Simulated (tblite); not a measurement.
Parent: `[F:1][Si:2]1([PH2:3])[CH2:4][CH2:5][CH2:6][CH2:7]1` with F1–Si2–P3–H -61° and -154°, F1–Si2–C4–C5 96°, Si2–C4–C5–C6 38°, C4–C5–C6–C7 -51°, C5–C6–C7–Si2 37°, C4H10FPSi.

Structures optimised with GFN2-xTB, isolated species. One conformer each, not checked by frequencies here.

```csv
coordinate of the parent,value
F1–Si2,1.630 Å
Si2–P3,2.244 Å
Si2–C4,1.903 Å
C4–C5,1.530 Å
C5–C6,1.528 Å
C6–C7,1.532 Å
Si2–C7,1.912 Å
F1–Si2–P3,105.6°
F1–Si2–C4,110.1°
F1–Si2–C7,107.8°
P3–Si2–C4,115.1°
P3–Si2–C7,123.5°
C4–Si2–C7,94.2°
Si2–C4–C5,103.9°
C4–C5–C6,108.4°
C5–C6–C7,108.4°
Si2–C7–C6,103.8°
```

Task: How does the shared frame change in `[F:1][CH:2]([F:3])[C@@H:4]1[CH2:5][CH2:6][CH2:7][Si@:8]1([F:9])[PH2:10]` with F1–C2–C4–C5 -54°, C7–Si8–P10–H 60° and -33°, C2–C4–C5–C6 -160°, C4–C5–C6–C7 52°, C5–C6–C7–Si8 -38°, C6–C7–Si8–F9 -95°, C5H10F3PSi? Atoms pair as F1 = F9, Si2 = Si8, P3 = P10, C4 = C7, C5 = C6, C6 = C5, C7 = C4 (parent first).

Result: 
| parent | relative | value in the relative | change |
| --- | --- | --- | --- |
| F1–Si2 | F9–Si8 | 1.631 Å | +0.001 |
| Si2–P3 | Si8–P10 | 2.234 Å | -0.010 |
| Si2–C4 | Si8–C7 | 1.911 Å | +0.008 |
| C4–C5 | C7–C6 | 1.534 Å | +0.004 |
| C5–C6 | C6–C5 | 1.527 Å | -0.001 |
| C6–C7 | C5–C4 | 1.533 Å | +0.001 |
| Si2–C7 | Si8–C4 | 1.917 Å | +0.005 |
| F1–Si2–P3 | F9–Si8–P10 | 106.0° | +0.4 |
| F1–Si2–C4 | F9–Si8–C7 | 109.3° | -0.8 |
| F1–Si2–C7 | F9–Si8–C4 | 105.9° | -1.9 |
| P3–Si2–C4 | P10–Si8–C7 | 126.1° | +11.0 |
| P3–Si2–C7 | P10–Si8–C4 | 114.1° | -9.4 |
| C4–Si2–C7 | C7–Si8–C4 | 93.8° | -0.4 |
| Si2–C4–C5 | Si8–C7–C6 | 104.0° | +0.1 |
| C4–C5–C6 | C7–C6–C5 | 108.6° | +0.2 |
| C5–C6–C7 | C6–C5–C4 | 108.0° | -0.4 |
| Si2–C7–C6 | Si8–C4–C5 | 104.2° | +0.4 |

Of the parent's bonds, Si2–P3 changes most (-0.010 Å). Bonds of the relative outside the shared frame: F1–C2 1.358, C2–F3 1.365, C2–C4 1.507 Å. Point group C1 → C1.

Task: How does the shared frame change in `[CH:1]#[C:2][C@@H:3]1[CH2:4][CH2:5][CH2:6][Si@@:7]1([F:8])[PH2:9]` with C6–Si7–P9–H -80° and -172°, C2–C3–C4–C5 -162°, C3–C4–C5–C6 52°, C4–C5–C6–Si7 -38°, C5–C6–Si7–F8 126°, C6H10FPSi? Atoms pair as F1 = F8, Si2 = Si7, P3 = P9, C4 = C3, C5 = C4, C6 = C5, C7 = C6 (parent first).

Result: 
```
   parent   relative  value in the relative  change
   F1–Si2     F8–Si7                1.633 Å  +0.003
   Si2–P3     Si7–P9                2.244 Å   0.000
   Si2–C4     Si7–C3                1.922 Å  +0.019
    C4–C5      C3–C4                1.537 Å  +0.007
    C5–C6      C4–C5                1.526 Å  -0.002
    C6–C7      C5–C6                1.530 Å  -0.002
   Si2–C7     Si7–C6                1.903 Å  -0.009
F1–Si2–P3  F8–Si7–P9                 111.8°    +6.2
F1–Si2–C4  F8–Si7–C3                 109.7°    -0.4
F1–Si2–C7  F8–Si7–C6                 108.1°    +0.3
P3–Si2–C4  P9–Si7–C3                 114.8°    -0.3
P3–Si2–C7  P9–Si7–C6                 116.7°    -6.8
C4–Si2–C7  C3–Si7–C6                  94.3°    +0.1
Si2–C4–C5  Si7–C3–C4                 103.0°    -0.9
 C4–C5–C6   C3–C4–C5                 108.4°     0.0
 C5–C6–C7   C4–C5–C6                 108.4°     0.0
Si2–C7–C6  Si7–C6–C5                 103.8°     0.0
```

Of the parent's bonds, Si2–C4 changes most (+0.019 Å). Bonds of the relative outside the shared frame: C1≡C2 1.197, C2–C3 1.440 Å. Point group C1 → C1.

Task: How does the shared frame change in `[F:1][CH2:2][C@@H:3]1[CH2:4][CH2:5][CH2:6][Si@:7]1([F:8])[PH2:9]` with F1–C2–C3–C4 69°, C6–Si7–P9–H -33° and 61°, C2–C3–C4–C5 -161°, C3–C4–C5–C6 52°, C4–C5–C6–Si7 -38°, C5–C6–Si7–F8 -96°, C5H11F2PSi? Atoms pair as F1 = F8, Si2 = Si7, P3 = P9, C4 = C6, C5 = C5, C6 = C4, C7 = C3 (parent first).

Result: 
```json
{"parent": "F1–Si2", "relative": "F8–Si7", "value in the relative": "1.634 Å", "change": "+0.004"}
{"parent": "Si2–P3", "relative": "Si7–P9", "value in the relative": "2.234 Å", "change": "-0.010"}
{"parent": "Si2–C4", "relative": "Si7–C6", "value in the relative": "1.911 Å", "change": "+0.008"}
{"parent": "C4–C5", "relative": "C6–C5", "value in the relative": "1.532 Å", "change": "+0.002"}
{"parent": "C5–C6", "relative": "C5–C4", "value in the relative": "1.527 Å", "change": "-0.001"}
{"parent": "C6–C7", "relative": "C4–C3", "value in the relative": "1.532 Å", "change": "0.000"}
{"parent": "Si2–C7", "relative": "Si7–C3", "value in the relative": "1.917 Å", "change": "+0.005"}
{"parent": "F1–Si2–P3", "relative": "F8–Si7–P9", "value in the relative": "106.3°", "change": "+0.7"}
{"parent": "F1–Si2–C4", "relative": "F8–Si7–C6", "value in the relative": "108.6°", "change": "-1.5"}
{"parent": "F1–Si2–C7", "relative": "F8–Si7–C3", "value in the relative": "107.0°", "change": "-0.8"}
{"parent": "P3–Si2–C4", "relative": "P9–Si7–C6", "value in the relative": "125.2°", "change": "+10.1"}
{"parent": "P3–Si2–C7", "relative": "P9–Si7–C3", "value in the relative": "114.4°", "change": "-9.1"}
{"parent": "C4–Si2–C7", "relative": "C6–Si7–C3", "value in the relative": "94.0°", "change": "-0.2"}
{"parent": "Si2–C4–C5", "relative": "Si7–C6–C5", "value in the relative": "103.9°", "change": "0.0"}
{"parent": "C4–C5–C6", "relative": "C6–C5–C4", "value in the relative": "108.5°", "change": "+0.1"}
{"parent": "C5–C6–C7", "relative": "C5–C4–C3", "value in the relative": "108.3°", "change": "-0.1"}
{"parent": "Si2–C7–C6", "relative": "Si7–C3–C4", "value in the relative": "103.7°", "change": "-0.1"}
```

Of the parent's bonds, Si2–P3 changes most (-0.010 Å). Bonds of the relative outside the shared frame: F1–C2 1.383, C2–C3 1.516 Å. Point group C1 → C1.

The numbers are calculated, not measured.
